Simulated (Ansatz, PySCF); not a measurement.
This PySCF input computes a r2SCAN/def2-TZVPD energy:

```python
from pyscf import gto, scf, dft

mol = gto.M(
    atom='''
    Mg    0.00000000    0.00000000    0.00000000
    Cl    0.00000000    0.00000000    2.24671056
    Cl   -0.00000000   -0.00000000   -2.24671056
    ''',
    basis='def2-tzvpd',
    charge=1,
    spin=1,
    symmetry='D2h',
    verbose=4,
)

mf = dft.UKS(mol, xc='r2scan').density_fit(auxbasis='def2-universal-jkfit')
mf.grids.level = 4
mf.conv_tol = 1e-9
mf.max_cycle = 100
mf.max_memory = 1500
mf.kernel()
if not mf.converged:
    mf = mf.newton()
    mf.kernel(mf.make_rdm1())
mf.analyze()
```

**Question.** Write an input for the same energy in Ansatz (a program for electronic structure) and say what it gives.

**Answer.** 
Ansatz 0.2 input:
```yaml
crystal:
  periodic: [false, false, false]
  atoms:
    - {symbol: Mg, position_ang: [0.00000000, 0.00000000, 0.00000000]}
    - {symbol: Cl, position_ang: [0.00000000, 0.00000000, 2.24671056]}
    - {symbol: Cl, position_ang: [-0.00000000, -0.00000000, -2.24671056]}
basis:
  gaussian:
    orbitals: def2-TZVPD
hamiltonian:
  xc: {name: r2SCAN}
total_charge: 1
magnetization: {spin_polarized: true, initial_magnetization: 1}
output: {forces: true}
```
It gives -1120.17718 Eh, and PySCF -1120.17720 Eh, a difference of 0.02 mEh, from the treatment of integrals and grids.
